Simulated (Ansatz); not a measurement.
Consider the hydrogenolysis of the Si–Cl bond: `N[Si](O)(Cl)Cl` + H₂ → `N[SiH](O)Cl` + HCl.

Calculated with Ansatz (gas phase, PBE0-D4/def2-TZVP geometries, no zero-point term in ΔE). CBS: MP2 limit from def2 TZ/QZ plus the TZ coupled-cluster correction, frozen cores. This one scheme is used for every species. Functionals use def2-TZVPP. B3LYP here is the variant with VWN-RPA as its local correlation; programs differ in this. One conformer a species, not always the lowest.

| level | ΔE (kJ/mol) | difference from CCSD(T)/CBS |
| --- | --- | --- |
| ωB97M-V | 84.0 | 2.2 |
| B2PLYP | 76.9 | -4.9 |
| PBE0 | 76.7 | -5.1 |
| B3LYP | 70.7 | -11.1 |
| HF/def2-TZVPP | 65.2 | -16.6 |
| SCS-MP2/def2-TZVPP | 79.4 | -2.4 |
| CCSD/def2-TZVPP | 72.8 | -9.0 |
| CCSD(T)/def2-TZVPP | 76.9 | -4.9 |
| HF/def2-QZVPP | 64.9 | -16.9 |
| HF/CBS(def2) | 64.8 | -17.0 |
| CCSD(T)/CBS | 81.8 | 0 |

Largest T1 diagnostic among the species: 0.010.

In def2-TZVPP, CCSD(T) changes the Hartree–Fock value by +11.7 kJ/mol (the triples alone add +4.2 kJ/mol) and MP2 by +21.7 kJ/mol. The D4 term adds +11.3 kJ/mol with B3LYP and +6.0 kJ/mol with PBE0; it sums over pairs of atoms, weighted by their polarisabilities, and B3LYP, whose exchange is more repulsive, gets the larger term.
